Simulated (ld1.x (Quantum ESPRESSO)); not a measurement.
# Configuration tests for C (Z = 6) (ultrasoft)

```json
{
 "Element": "carbon",
 "Generator": "ld1.x (Quantum ESPRESSO) 7.5",
 "Type": "ultrasoft",
 "Functional": "PBE",
 "Relativity": "scalar-relativistic",
 "Frozen core": "[He]",
 "Valence charge": "4",
 "Reference configuration": "2s2 2p2",
 "Partial waves": "2s (bound): rcut 1.00, rcutus 1.30 bohr; 2s channel at 0.05 Ry: rcut 1.00, rcutus 1.30 bohr; 2p (bound): rcut 1.35, rcutus 1.75 bohr; 2p channel at 1.65 Ry: rcut 1.35, rcutus 1.75 bohr; 3d channel at 0.15 Ry: rcut 1.50, rcutus 1.75 bohr; 3d channel at 2.6 Ry: rcut 1.50, rcutus 1.75 bohr",
 "Local potential": "all-electron potential smoothed inside 1.50 bohr (lloc = -1)",
 "Core correction": "a·sin(br)/r model core inside 1.25 bohr",
 "Augmentation charge": "PSQ, radius 1.10 bohr"
}
```

Energies are relative to the spin-unpolarised reference configuration 2s2 2p2; without spin polarisation the order of configurations can differ from experiment.

| valence configuration | charge | ΔE all-electron (eV) | error AE − PS (meV) |
| --- | --- | --- | --- |
| 2s2 2p0 | +2 | 35.018 | +92 |
| 2s0 2p4 | 0 | 16.975 | +18 |
| 2s1 2p2 | +1 | 19.615 | +3.1 |
| 2s1 2p3 | 0 | 8.478 | +4.1 |
| 2s2 2p2.3 | -0.3 | -1.158 | +0.1 |

Question: What are ΔE and the potential's error for 2s1 2p0?

Answer: ΔE = 83.212 eV all-electron; the error (AE − PS) is +243 meV.

Question: What are ΔE and the potential's error for 2s2 2p1?

Answer: ΔE = 10.862 eV all-electron; the error (AE − PS) is +11 meV.
